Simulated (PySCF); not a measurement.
C2H10BN.
Atom-mapped SMILES: `[CH3:1][BH2-:2][NH2+:3][CH3:4]` (hydrogens: H5, H6, H7 on C1; H8, H9 on B2; H10, H11 on N3; H12, H13, H14 on C4)

Computed by this run: PBE0-D3(BJ)/def2-SVP geometry optimisation, gas phase in PySCF 2.14.0; density fitting, grid level 1; the optimiser is geomeTRIC in internal coordinates, started from a GFN2-xTB structure with every atom displaced at random (about 0.01 Å).

Step 0: E = -4395.2266 eV
```
atom  x, y, z in Å  |  force x, y, z in eV/Å
C1     -1.9542    0.0495    0.0916   -0.304   1.245  -0.459
B2     -0.5472    0.3165   -0.6365   -0.166  -0.276   1.004
N3      0.5514   -0.2434    0.4434    1.188   0.680  -0.127
C4      1.9976   -0.1295    0.0311   -2.225  -0.096  -0.006
H5     -2.1678   -0.9850    0.2916   -0.183  -1.036   0.257
H6     -2.0770    0.6231    1.0269    0.057  -0.063   0.158
H7     -2.7791    0.4100   -0.5492    0.040  -0.074  -0.030
H8     -0.3719   -0.3295   -1.6241    0.167  -0.435  -0.710
H9     -0.2826    1.4801   -0.7718    0.182   0.618  -0.130
H10     0.4056    0.2813    1.3165   -0.025  -0.286  -0.227
H11     0.3122   -1.2134    0.6324    0.011  -0.164   0.129
H12     2.1981    0.9148   -0.1545    0.160   0.585  -0.121
H13     2.0706   -0.6750   -0.9020    0.337  -0.252  -0.376
H14     2.6370   -0.5146    0.7969    0.759  -0.446   0.640
```

Q: Estimate the geometry and energy of step 1. (The exact step hangs on the optimiser's Hessian estimate; all steps are aligned on step 0, rigid shifts and turns removed.)

A: E = -4395.3448 eV, largest force 0.253 eV/Å
```
atom  x, y, z in Å  |  force x, y, z in eV/Å
C1     -1.9976    0.0447    0.0610    0.002  -0.236   0.092
B2     -0.5416    0.3410   -0.5599    0.012   0.047  -0.129
N3      0.5853   -0.1992    0.4945   -0.070  -0.166  -0.004
C4      1.9617   -0.1576   -0.0078    0.077  -0.048   0.169
H5     -2.2022   -1.0361    0.2288    0.041   0.180  -0.028
H6     -2.1877    0.5638    1.0172   -0.009   0.022   0.059
H7     -2.7782    0.3942   -0.6314   -0.023   0.023  -0.059
H8     -0.2949   -0.2889   -1.5934   -0.042   0.039   0.046
H9     -0.2864    1.5410   -0.6855    0.017  -0.032  -0.022
H10     0.5064    0.3470    1.3560   -0.013  -0.036  -0.056
H11     0.3248   -1.1573    0.7486    0.056   0.093  -0.030
H12     2.2026    0.8866   -0.2460    0.043  -0.033  -0.033
H13     2.0299   -0.7482   -0.9349   -0.063   0.080   0.152
H14     2.6709   -0.5459    0.7452   -0.027   0.065  -0.158
```

The energy changes by -0.1183 eV. The first-order estimate −F·Δx gives -0.2738 eV and the mean of the old and new forces, exact on a quadratic surface, -0.1168 eV. The step makes an angle of 78° with the force vector and moves no atom by more than 0.130 Å.

The cost below is that of the whole optimisation. On Arm Neoverse V2, one thread, shared host with 48 logical CPUs at a one-minute load of 16, this took 21 s wall and 0.44 GiB of memory at its peak.
